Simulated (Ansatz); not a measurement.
Q: Predict a relaxed structure of the cluster B₄H⁺ (the lowest singlet isomer of a short search), charge 1, singlet, at r2SCAN-D4/def2-TZVP (Ansatz).

A: 
```xyz
5

B     1.3047    0.7332    0.9108
B    -0.1230    0.1490    1.0431
B    -0.5918   -0.3326   -0.4128
B     0.8870    0.2807   -0.5096
H    -1.4768   -0.8303   -1.0317
```
Point group C2v (tolerance 0.1 Å). This is one stationary point.

The restricted singlet is unstable: a solution with broken spin symmetry lies lower. At r2SCAN-D4/def2-TZVP a triplet of charge 1 lies 0.33 eV below the restricted singlet, each at its own geometry. The structure comes from a short search, and lower isomers may exist.
